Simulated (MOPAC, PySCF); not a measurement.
C$_{2}$H$_{4}$S$_{3}$, SMILES `SC=C(S)S`, neutral singlet in the gas phase. 

Z-matrix (Å, degrees):
```
C
C 1 1.3386
H 2 1.0826 1 119.45
S 2 1.7436 3 117.03 1 179.55
H 4 1.3413 2 95.37 3 3.70
S 1 1.7565 2 119.44 3 -9.11
H 6 1.3459 1 97.12 2 129.53
S 1 1.7566 2 120.75 3 172.16
H 8 1.3433 1 96.16 2 139.75
```
Charge 0, spin multiplicity 1.

All levels are single points at this geometry (PBE0-D3(BJ)/def2-TZVP); Pople sets use spherical d functions. Orbital energies aren't observables, and empty levels follow the basis.

M06-2X/6-31G* in PySCF gives dipole (D) = 1.10.

### Question
Estimate the dipole (D) from each of these levels: PBE0-D3(BJ)/def2-TZVP in PySCF; ωB97X-D3(BJ)/def2-TZVP in PySCF; B3LYP/3-21G in PySCF; B3LYP/LANL2DZ in PySCF; HF/STO-3G in PySCF; AM1 in MOPAC; PM6 in MOPAC; PM7 in MOPAC.

### Answer

| level | dipole (D) |
|---|---|
| PBE0-D3(BJ)/def2-TZVP in PySCF | 0.92 |
| ωB97X-D3(BJ)/def2-TZVP in PySCF | 0.98 |
| B3LYP/3-21G in PySCF | 1.25 |
| B3LYP/LANL2DZ in PySCF | 1.23 |
| HF/STO-3G in PySCF | 0.78 |
| AM1 in MOPAC | 1.15 |
| PM6 in MOPAC | 1.01 |
| PM7 in MOPAC | 1.24 |
